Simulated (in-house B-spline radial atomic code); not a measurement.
Results of a calculation; reference values are marked as such.
Extrapolating the RPA correlation energy in partial waves: Sc VII (Sc6+)

All-electron RPA on PBE0 orbitals from a B-spline radial code for spherical atoms, scalar-relativistic (spin-free one-electron X2C), finite nucleus, configuration [Ne] 3s2 3p3, highest spin. With empty states up to angular momentum L the sums are:

```
L  E_c(L) (hartree)
3         -0.839225
4         -0.894250
5         -0.915918
6         -0.926134
7         -0.931561
8         -0.934697
```

For large l each further wave adds A/(l + 1/2)⁴, because the basis must build the cusp where two electrons meet.

Question: Estimate the limit from L = 7 and L = 8.

Answer: Wave 8 adds -0.003136, against a sum of (l + 1/2)⁻⁴ of 1.91569e-04, so A = -16.37. The sum over l > 8 is ζ(4, 9.5) = 4.5445e-04, close to 1/(3 × 9³) = 4.5725e-04. The tail is -0.007439 and the limit -0.94214 hartree.

Question: How good is the estimate?

Answer: A run to L = 11 sums to -0.93870 and extrapolates to -0.94151 hartree, 0.12 millihartree from the run before. The estimate differs from that by -0.63 millihartree, while the bare sum at L = 8 misses 6.8 millihartree (0.7 %).
